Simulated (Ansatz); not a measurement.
Stepwise reaction of `[CH3][SnH]([F])[SiH2]F` with hydrogen, as a gas-phase model of exchange steps in deposition or etching. ΔE in kJ/mol.

Calculated with Ansatz (gas phase, PBE0-D4/def2-TZVP geometries, no zero-point term in ΔE). CCSD(T)/CBS adds triple-zeta CCSD(T) − MP2 to the extrapolated MP2 energy (def2 sets, frozen cores). This one scheme is used for every species. Functionals use def2-TZVPP. B3LYP here is the variant with VWN-RPA as its local correlation; programs differ in this. Elements past krypton have def2 core potentials. For Sn outer-core shells are correlated without core-valence functions, which leaves a few kJ/mol of doubt a bond. Each species was taken in one conformer, which may not be the lowest.

| step | reaction | PBE-D4 | B3LYP-D4 | ωB97M-V | CCSD(T)/CBS |
| --- | --- | --- | --- | --- | --- |
| 2 | `[CH3][SnH2][SiH2]F` + H₂ → `[CH3][SnH2][SiH3]` + H–F | 90.1 | 99.7 | 98.2 | 94.5 |

Question: Give the row of step 1, `[CH3][SnH]([F])[SiH2]F` + H₂ → `[CH3][SnH2][SiH2]F` + H–F. (An estimate is asked.)

Answer: Computed: 
```
step                                                    reaction  PBE-D4  B3LYP-D4  ωB97M-V  CCSD(T)/CBS
   1  `[CH3][SnH]([F])[SiH2]F` + H₂ → `[CH3][SnH2][SiH2]F` + H–F    44.6      48.2     42.3         40.3
```

Question: By hand: ΔE of the 2 steps together at CCSD(T)/CBS.

Answer: (40.3) + (94.5) = 134.8 kJ/mol, or 67.4 kJ/mol a step.

In ΔE each step is higher than the one before. All are uphill at CCSD(T)/CBS. PBE-D4 differs from CCSD(T)/CBS by -4.4 to 4.3 kJ/mol a step. Isolated molecules leave out the surface, adducts and barriers. Largest T1 diagnostic: 0.013.
